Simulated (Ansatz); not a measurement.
Ansatz (a program for electronic structure) input (PBE/6-31G* with LANL2DZ past Ar): The .json file joins the Basis Set Exchange's 6-31G* for atoms up to Ar and LANL2DZ past it.

Ansatz 0.2 input:
```yaml
crystal:
  periodic: [false, false, false]
  atoms:
    - {symbol: Pb, position_ang: [-0.00000000, -0.00000000, -1.35978000]}
    - {symbol: Pb, position_ang: [0.00000000, 0.00000000, 1.32142500]}
    - {symbol: H, position_ang: [0.00000000, 0.00000000, 3.14514900]}
basis:
  gaussian:
    orbitals: 6-31Gs+LANL2DZ.json
hamiltonian:
  xc: {name: PBE}
total_charge: -1
relax: {f_tol: 0.003, max_steps: 120}
```

From the output:

```
mean field evaluation 8: about -206.1273 eV, gradient 4.2e-3 eV
mean field -206.12731692 eV, -7.5750391787 hartree, gradient 7.2e-5 eV, S^2 0.000000; 0 other end points of the search recorded, 0 dependent functions left out
the calculation of the forces begins
reference -206.12734632 eV, -7.5750402593 hartree; 5, 5 occupied and 13, 13 virtual orbitals, 309 factors
relax step   1: F+E_penalty+E_count = -206.12731692 eV  Δ(F+E_penalty+E_count) = +0.000e0 eV  max|allowed force component| = 2.863e-1 eV/Å  Δτ_max = 0.0000 Å  (21 SCF iters, accepted)
these checks for a lower state are left out or cut short: starts, cluster_reference, orbital_swaps, neighbouring_geometries, increment
integrals: 0.01 GiB planned
309 factors; integrals over basis functions are off by at most 1.7e-4 eV
mean field: 0.06 GiB planned
mean field evaluation 16: about -206.1295 eV, gradient 3.3e-2 eV
mean field -206.12948153 eV, -7.5751187265 hartree, gradient 7.1e-5 eV, S^2 0.000000; 0 other end points of the search recorded, 0 dependent functions left out
the calculation of the forces begins
reference -206.12951088 eV, -7.5751198053 hartree; 5, 5 occupied and 13, 13 virtual orbitals, 309 factors
relax step   2: F+E_penalty+E_count = -206.12948153 eV  Δ(F+E_penalty+E_count) = -2.165e-3 eV  max|allowed force component| = 1.311e-1 eV/Å  Δτ_max = 0.0155 Å  (22 SCF iters, accepted)
these checks for a lower state are left out or cut short: starts, cluster_reference, orbital_swaps, neighbouring_geometries, increment
integrals: 0.01 GiB planned
309 factors; integrals over basis functions are off by at most 1.7e-4 eV
mean field: 0.06 GiB planned
mean field -206.12996451 eV, -7.5751364759 hartree, gradient 6.8e-5 eV, S^2 0.000000; 0 other end points of the search recorded, 0 dependent functions left out
the calculation of the forces begins
reference -206.12999388 eV, -7.5751375551 hartree; 5, 5 occupied and 13, 13 virtual orbitals, 309 factors
relax step   3: F+E_penalty+E_count = -206.12996451 eV  Δ(F+E_penalty+E_count) = -4.830e-4 eV  max|allowed force component| = 3.466e-3 eV/Å  Δτ_max = 0.0050 Å  (22 SCF iters, accepted)
these checks for a lower state are left out or cut short: starts, cluster_reference, orbital_swaps, neighbouring_geometries, increment
integrals: 0.01 GiB planned
309 factors; integrals over basis functions are off by at most 1.7e-4 eV
mean field: 0.06 GiB planned
mean field -206.12996393 eV, -7.5751364547 hartree, gradient 1.5e-5 eV, S^2 0.000000; 0 other end points of the search recorded, 0 dependent functions left out
the calculation of the forces begins
reference -206.12999330 eV, -7.5751375338 hartree; 5, 5 occupied and 13, 13 virtual orbitals, 309 factors
relax step   4: F+E_penalty+E_count = -206.12996393 eV  Δ(F+E_penalty+E_count) = +5.788e-7 eV  max|allowed force component| = 4.884e-3 eV/Å  Δτ_max = 0.0006 Å  (16 SCF iters, rejected (line search))
these checks for a lower state are left out or cut short: starts, cluster_reference, orbital_swaps, neighbouring_geometries, increment
integrals: 0.01 GiB planned
309 factors; integrals over basis functions are off by at most 1.7e-4 eV
mean field: 0.06 GiB planned
mean field evaluation 32: about -206.1300 eV, gradient 1.5e-2 eV
mean field -206.12996519 eV, -7.5751365010 hartree, gradient 2.4e-5 eV, S^2 0.000000; 0 other end points of the search recorded, 0 dependent functions left out
the calculation of the forces begins
reference -206.12999456 eV, -7.5751375801 hartree; 5, 5 occupied and 13, 13 virtual orbitals, 309 factors
relax step   5: F+E_penalty+E_count = -206.12996519 eV  Δ(F+E_penalty+E_count) = -6.816e-7 eV  max|allowed force component| = 2.711e-5 eV/Å  Δτ_max = 0.0003 Å  (15 SCF iters, accepted)
integrals: 0.01 GiB planned
309 factors; integrals over basis functions are off by at most 1.7e-4 eV
mean field: 0.06 GiB planned
mean field -206.12996519 eV, -7.5751365010 hartree, gradient 2.4e-5 eV, S^2 0.000000; 1 other end points of the search recorded, 0 dependent functions left out
the calculation of the forces begins
reference -206.12999456 eV, -7.5751375801 hartree; 5, 5 occupied and 13, 13 virtual orbitals, 309 factors
Total energy: -206.12999456 eV, -7.5751375801 hartree
Atom 0 at     0.000000     0.000000    -1.348153 Å, force     0.000000    -0.000000     0.000027 eV/Å
Atom 1 at    -0.000000    -0.000000     1.310817 Å, force    -0.000000     0.000000    -0.000007 eV/Å
Atom 2 at     0.000000     0.000000     3.144130 Å, force     0.000000    -0.000000    -0.000020 eV/Å
Dipole moment:     0.000000    -0.000000    -0.287938 e Å
```

The dipole moment of an ion depends on the origin.

The geometry given is a B3LYP-D3(BJ)/def2-TZVP minimum.
